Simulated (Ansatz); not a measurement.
Basis-set extrapolation for C₂H₈BNSi, SMILES `C=CB(N)[SiH3]` (PBE0-D4/def2-TZVP geometry, frozen core, Ansatz 0.2.0). Multiplicity 1, RHF reference.

```csv
,def2-TZVPP,def2-QZVPP
HF,-448.549387,-448.565639
MP2 correlation,-0.763949,-0.814969
CCSD(T) correlation,-0.854150,not run
```

Energies in hartree. Use E(X) = E(∞) + A·exp(−7.88·√X) for Hartree–Fock and E(X) = E(∞) + B·X^(−2.97) for correlation, with X = 3 and 4, and add CCSD(T) minus MP2 of the smaller set to the MP2 limit.

Problem. What is the CCSD(T) energy at the basis-set limit?

Solution. HF limit: -448.565639 + (-0.016252) × 0.13774 = -448.56788. MP2 limit: -0.814969 + (-0.051020) × 0.74074 = -0.85276. Higher-order term: -0.854150 − (-0.763949) = -0.09020. Total: -449.51084 hartree, 67.3 kcal/mol below CCSD(T)/def2-TZVPP.
